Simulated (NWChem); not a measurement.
Molecule: SiHOBr, singlet; SMILES [Si](O)Br

```xyz
4

Si     0.6796     1.1598     0.0000
Br    -0.0668    -0.9944     0.0000
O     -0.8082     1.9550     0.0000
H     -0.7090     2.9278     0.0000
```
Atoms are numbered in this order, from 1.

Results from NWChem. Low-valent species are run as closed-shell singlets; no triplet was tried in these runs. All runs use the structure optimised with PBE-D3(BJ)/def2-SVP. B3LYP is NWChem's, with the RPA form of VWN correlation. Ions are spin-unrestricted doublets at the neutral geometry; other ion states weren't tried.

```tsv
level	vertical ionisation energy, ΔSCF (eV)	−ε(HOMO) (eV)	ΔSCF minus −ε(HOMO) (eV)
B3LYP/def2-SVPD	___	___	___
PBE/def2-SVPD	9.44	6.37	3.07
r2SCAN/def2-SVPD	9.49	6.58	2.91
BHandHLYP/def2-SVPD	9.68	8.44	1.24
CAM-B3LYP/def2-SVPD	9.76	8.72	1.04
```

**Question.** Complete the blanks.

**Answer.** 
- B3LYP/def2-SVPD, vertical ionisation energy, ΔSCF (eV): 9.66
- B3LYP/def2-SVPD, −ε(HOMO) (eV): 7.27
- B3LYP/def2-SVPD, ΔSCF minus −ε(HOMO) (eV): 2.39
